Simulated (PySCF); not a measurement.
Input of a run (PBE0-D3(BJ)/def2-SVP geometry optimisation, gas phase (PySCF 2.14.0)), started from GFN2-xTB:
```
{"job": {"xc": "PBE0", "basis": "def2-SVP", "d3": "d3bj", "grid": 2, "kind": "geom"}, "charge": 0, "multiplicity": 1}
C      1.693965    -0.756691     0.240163
N      0.288643    -0.516747     0.069204
C     -0.662646    -1.465075     0.037660
C     -1.892840    -0.868944    -0.141373
C     -1.665105     0.502281    -0.220482
C     -0.293094     0.721679    -0.087956
B      0.438004     2.054913    -0.109545
F     -0.197241     3.207587    -0.265307
F      1.755705     2.190177     0.022921
H      1.865676    -1.826779     0.341673
H      2.063948    -0.247337     1.131495
H      2.253604    -0.382724    -0.618782
H     -0.418761    -2.505196     0.143186
H     -2.836854    -1.371825    -0.206068
H     -2.397418     1.272670    -0.358702
```

Output (energies in Eh, forces in Eh/bohr):
```
step   0  E = -472.71196733  max force = 0.010968
step   1  E = -472.71352419  max force = 0.002163
step   2  E = -472.71354970  max force = 0.000931
step   3  E = -472.71357173  max force = 0.000442
step   4  E = -472.71357176  max force = 0.000550
step   5  E = -472.71357286  max force = 0.000150
optimisation converged
```

Summarise the run.

The energy falls by 0.044 eV over 6 energy and gradient evaluations, the largest force component goes from 0.0110 to 1.5e-04 Eh/bohr, and the atoms move by 0.021 Å rms after alignment. Among the bonds, C3–H13, C4–H14 and C5–H15 change most and about equally (+0.016 to +0.017 Å). Bonds longer at the end by more than 0.005 Å: 11 of 15; shorter: 0. Among the angles that change most is F8–B7–F9, from 113.4° to 116.3°. The energy never rose by more than 1e-6 Eh on the way. The first step brought 97 % of the lowering.

What are the final bond lengths?

C1–N2 1.444 Å, N2–C3 1.355 Å, C3–C4 1.387 Å, C4–C5 1.406 Å, C5–C6 1.397 Å, C6–B7 1.524 Å, B7–F8 1.325 Å, B7–F9 1.331 Å, N2–C6 1.384 Å, C1–H10 1.097 Å, C1–H11 1.099 Å, C1–H12 1.099 Å, C3–H13 1.089 Å, C4–H14 1.088 Å, C5–H15 1.089 Å. Numbering counts from 1 in the input's order; the species is `Cn1cccc1B(F)F`.

The run used 156 basis functions and 40 SCF cycles in all. On Arm Neoverse V2, one thread, on a shared host, this took 53 s wall and 0.75 GiB of memory at its peak.

No PBE0-D3(BJ)/def2-SVP frequencies stand behind this structure, so it isn't proved a minimum.

Conformer computed: `[CH3:1][n:2]1[cH:3][cH:4][cH:5][c:6]1[B:7]([F:8])[F:9]`: C5–C6–B7–F8 0°.
